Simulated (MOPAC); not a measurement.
MOPAC input (PM3):

```
PM3 1SCF CHARGE=1 GEO-OK AUX(PRECISION=9) THREADS=1
H2FSe

Se   -0.21872388 1   -0.12695634 1    0.22222286 1
H    -0.59605512 1   -1.20668829 1   -0.73806274 1
F     0.79757714 1    0.72198944 1   -0.84885284 1
H     0.85447295 1   -0.97470113 1    0.82216094 1
```

From the last part of the output:

```
                                                       MOPAC v23.2.5 Linux

          FINAL HEAT OF FORMATION =        178.39048 KCAL/MOL =     746.38575 KJ/MOL

          COSMO AREA              =         75.62 SQUARE ANGSTROMS
          COSMO VOLUME            =         58.35 CUBIC ANGSTROMS

          IONIZATION POTENTIAL    =         18.282281 EV
          HOMO LUMO ENERGIES (EV) =        -18.282 -8.178
          NO. OF FILLED LEVELS    =          7
          MOLECULAR WEIGHT        =         99.9742         POINT GROUP:  Cs

          MOLECULAR DIMENSIONS (Angstroms)

            Atom       Atom       Distance
            F     3    H     2     2.38208
            H     4    H     2     1.91391
           Se     1    H     4     0.82300

          SCF CALCULATIONS        =          1

   ATOM   CHEMICAL          X               Y               Z
  NUMBER   SYMBOL      (ANGSTROMS)     (ANGSTROMS)     (ANGSTROMS)

     1      Se         -0.21872388  *  -0.12695634  *   0.22222286  *
     2       H         -0.59605512  *  -1.20668829  *  -0.73806274  *
     3       F          0.79757714  *   0.72198944  *  -0.84885284  *
     4       H          0.85447295  *  -0.97470113  *   0.82216094  *

                             CARTESIAN COORDINATES

   1   Se       -0.218723880    -0.126956340     0.222222860
   2    H       -0.596055120    -1.206688290    -0.738062740
   3    F        0.797577140     0.721989440    -0.848852840
   4    H        0.854472950    -0.974701130     0.822160940

           Empirical Formula: H2 Se F  =     4 atoms

      MOLECULAR POINT GROUP   :   Cs

                  EIGENVALUES
 -30.77813 -26.46277 -24.31189 -23.88899 -22.38386 -20.29862 -18.28228  -8.17824
  -7.20176  -6.93133

              NET ATOMIC CHARGES AND DIPOLE CONTRIBUTIONS

  ATOM NO.   TYPE          CHARGE      No. of ELECS.   s-Pop       p-Pop
    1         Se           1.006353        4.9936     1.85579     3.13785
    2          H           0.071626        0.9284     0.92837
    3          F          -0.149605        7.1496     1.59241     5.55720
    4          H           0.071626        0.9284     0.92837
 DIPOLE           X         Y         Z       TOTAL
 POINT-CHG.    -1.452    -1.955     1.641     2.936
 HYBRID         0.697    -1.084    -0.487     1.378
 SUM           -0.755    -3.039     1.154     3.337

          ATOMIC ORBITAL ELECTRON POPULATIONS

     Atom    s        px        py        pz
    1 Se   1.85579   1.05379   1.04923   1.03484
    2  H   0.92837
    3  F   1.59241   1.85122   1.87170   1.83428
    4  H   0.92837

 **********************
 *                    *
 * JOB ENDED NORMALLY *
 *                    *
 **********************

 == MOPAC DONE ==
```

The dipole moment of an ion depends on the origin.
